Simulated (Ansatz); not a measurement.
A first, cheap relaxation of C2H6GeO (`C=C[O][GeH3]`).

```yaml
crystal:
  periodic: [false, false, false]
  atoms:
    - {symbol: C, position_ang: [1.948500, 0.265800, 0.978900]}
    - {symbol: C, position_ang: [0.614400, 0.137600, 0.671500]}
    - {symbol: O, position_ang: [0.195300, -0.056800, -0.662400]}
    - {symbol: Ge, position_ang: [-1.443100, -0.282700, -1.080500]}
    - {symbol: H, position_ang: [2.208500, 0.458400, 1.975700]}
    - {symbol: H, position_ang: [2.649900, 0.312400, 0.185300]}
    - {symbol: H, position_ang: [-0.093300, 0.159600, 1.469300]}
    - {symbol: H, position_ang: [-2.025200, -1.527700, -0.350100]}
    - {symbol: H, position_ang: [-2.323200, 0.971500, -0.599700]}
    - {symbol: H, position_ang: [-1.648700, -0.489100, -2.585000]}
basis:
  gaussian: {orbitals: def2-SVP}
hamiltonian: {xc: pbe, dispersion: d4}
relax: {f_tol: 0.03, max_steps: 200}
```

```sh
$ ansatz run in.yaml --threads 4 --pin off --events-out ev --progress --plain
```

Output, abridged:

```
Functional definition: PBE
mean field -60711.86886772 eV, -2231.1200289061 hartree, gradient 1.6e-5 eV, S^2 0.000000; 0 other end points of the search recorded, 0 dependent functions left out
relax step   1: F+E_penalty+E_count = -60712.04101388 eV  Δ(F+E_penalty+E_count) = +0.000e0 eV  max|allowed force component| = 3.838e0 eV/Å  Δτ_max = 0.0000 Å  (29 SCF iters, accepted)
mean field -60712.22644650 eV, -2231.1331696838 hartree, gradient 2.4e-5 eV, S^2 0.000000; 0 other end points of the search recorded, 0 dependent functions left out
relax step   2: F+E_penalty+E_count = -60712.39849148 eV  Δ(F+E_penalty+E_count) = -3.575e-1 eV  max|allowed force component| = 1.654e0 eV/Å  Δτ_max = 0.0923 Å  (30 SCF iters, accepted)
mean field -60712.28771065 eV, -2231.1354210997 hartree, gradient 2.5e-5 eV, S^2 0.000000; 0 other end points of the search recorded, 0 dependent functions left out
relax step   3: F+E_penalty+E_count = -60712.45882661 eV  Δ(F+E_penalty+E_count) = -6.034e-2 eV  max|allowed force component| = 4.611e-1 eV/Å  Δτ_max = 0.0871 Å  (30 SCF iters, accepted)
mean field -60712.29168302 eV, -2231.1355670817 hartree, gradient 9.7e-6 eV, S^2 0.000000; 0 other end points of the search recorded, 0 dependent functions left out
relax step   4: F+E_penalty+E_count = -60712.46279159 eV  Δ(F+E_penalty+E_count) = -3.965e-3 eV  max|allowed force component| = 2.801e-1 eV/Å  Δτ_max = 0.0828 Å  (30 SCF iters, accepted)
mean field -60712.30663447 eV, -2231.1361165372 hartree, gradient 1.3e-5 eV, S^2 0.000000; 0 other end points of the search recorded, 0 dependent functions left out
relax step   5: F+E_penalty+E_count = -60712.47750581 eV  Δ(F+E_penalty+E_count) = -1.471e-2 eV  max|allowed force component| = 2.194e-1 eV/Å  Δτ_max = 0.0651 Å  (30 SCF iters, accepted)
mean field -60712.31032221 eV, -2231.1362520594 hartree, gradient 1.3e-5 eV, S^2 0.000000; 0 other end points of the search recorded, 0 dependent functions left out
relax step   6: F+E_penalty+E_count = -60712.48178251 eV  Δ(F+E_penalty+E_count) = -4.277e-3 eV  max|allowed force component| = 1.483e-1 eV/Å  Δτ_max = 0.0337 Å  (31 SCF iters, accepted)
mean field -60712.31144495 eV, -2231.1362933191 hartree, gradient 1.3e-5 eV, S^2 0.000000; 0 other end points of the search recorded, 0 dependent functions left out
relax step   7: F+E_penalty+E_count = -60712.48259701 eV  Δ(F+E_penalty+E_count) = -8.145e-4 eV  max|allowed force component| = 2.322e-2 eV/Å  Δτ_max = 0.0129 Å  (31 SCF iters, accepted)
mean field -60712.31144495 eV, -2231.1362933191 hartree, gradient 1.5e-5 eV, S^2 0.000000; 1 other end points of the search recorded, 0 dependent functions left out
Total energy: -60712.48263415 eV, -2231.1425844062 hartree
Atom 0 at     1.927355     0.297843     0.953702 Å, force    -0.004410    -0.003280    -0.023217 eV/Å
Atom 1 at     0.633813     0.145302     0.614558 Å, force    -0.014621     0.001411     0.015931 eV/Å
Atom 2 at     0.221724    -0.046980    -0.668364 Å, force     0.012480     0.001151     0.003967 eV/Å
Atom 3 at    -1.542388    -0.291075    -1.042671 Å, force    -0.001158     0.000077    -0.000506 eV/Å
Atom 4 at     2.200757     0.453854     2.005556 Å, force     0.001114     0.001261     0.003660 eV/Å
Atom 5 at     2.718860     0.269881     0.190222 Å, force     0.007542     0.000539     0.003001 eV/Å
Atom 6 at    -0.158221     0.175582     1.392177 Å, force     0.003241     0.000463     0.000579 eV/Å
Atom 7 at    -2.031315    -1.568195    -0.307703 Å, force    -0.002697    -0.001148    -0.001765 eV/Å
Atom 8 at    -2.326154     0.958553    -0.558020 Å, force    -0.001344    -0.000627    -0.000686 eV/Å
Atom 9 at    -1.561333    -0.445765    -2.576458 Å, force    -0.000148     0.000154    -0.000964 eV/Å
Dipole moment:    -0.412745    -0.044706    -0.001291 e Å
```

It took 4.3 s on 4 threads of a server CPU on a shared host, with 0.17 GiB of host memory at the peak.
